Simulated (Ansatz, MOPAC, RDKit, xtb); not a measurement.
Noncovalent pair: H4O2Si (SMILES O[SiH2]O) (first 7 atoms) with NH3 (SMILES N); geometry from B3LYP-D3(BJ)/def2-TZVP.
(charge 0, multiplicity 1):
| atom | x (Å) | y (Å) | z (Å) |
|---|---|---|---|
| O | -0.0474 | 1.0406 | 1.3171 |
| Si | -0.6369 | 0.3566 | -0.0399 |
| O | 0.3943 | 0.5073 | -1.3182 |
| H | 0.1114 | 0.4693 | 2.1035 |
| H | -1.8613 | 1.0405 | -0.4961 |
| H | -0.9125 | -1.0815 | 0.2356 |
| H | 1.3118 | 0.2579 | -1.1826 |
| N | 0.3252 | -0.6113 | 3.5693 |
| H | -0.0063 | -1.5498 | 3.3754 |
| H | 1.2853 | -0.6819 | 3.8869 |
| H | -0.2264 | -0.2428 | 4.3362 |

Counterpoise-corrected where a basis set is named; no monomer relaxation. RDKit's UFF carries no charges.

The state reached by PM6 isn't checked.

Codes used: Ansatz (Gaussian orbitals); MOPAC for PM6 (differences of heats of formation); RDKit for the force fields; xtb for the GFN methods. Values without a source in brackets are computed.

One of these levels gives -5.78 kcal/mol for the interaction energy. Which?
(A) UFF
(B) PBE/def2-TZVPPD
(C) GFN-FF
(D) PM6

D, PM6. The others give 49.95 (UFF), -8.27 (GFN-FF), -9.65 (PBE/def2-TZVPPD)

Ansatz is an electronic-structure program.
